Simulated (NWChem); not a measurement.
C$_{2}$H$_{3}$Cl$_{2}$F; SMILES CC(F)(Cl)Cl

Computed with NWChem. Medium grid unless said otherwise, to which SCAN and Minnesota functionals are sensitive. Geometry: optimised at PBE0/def2-SVP. Total energies of different functionals are on different scales.

```tsv
level	energy (Ha)	highest occupied level (eV)	orbital gap (eV)	dipole (D)
LDA (Slater exchange, VWN5)/def2-TZVPD	-1094.0606	-7.61	5.82	1.99
PBE/def2-TZVPD	-1097.7950	-7.48	5.89	1.95
BLYP/def2-TZVPD	-1098.3117	-7.34	5.82	1.94
TPSS/def2-TZVPD	-1098.4257	-7.59	6.16	1.97
r2SCAN/def2-TZVPD	-1098.2184	-7.81	6.46	2.02
B3LYP/def2-TZVPD	-1098.3939	-8.65	7.82	1.99
PBE0/def2-TZVPD	-1097.8747	-8.91	8.38	2.01
M06-2X/def2-TZVPD	-1098.2640	-10.29	10.47	2.03
CAM-B3LYP/def2-TZVPD	-1098.3261	-10.32	…	2.02
Hartree-Fock/def2-TZVPD	-1096.0118	-12.28	13.80	2.14
```

### Question
Complete the blanks.

### Answer

- CAM-B3LYP/def2-TZVPD, orbital gap (eV): 10.78
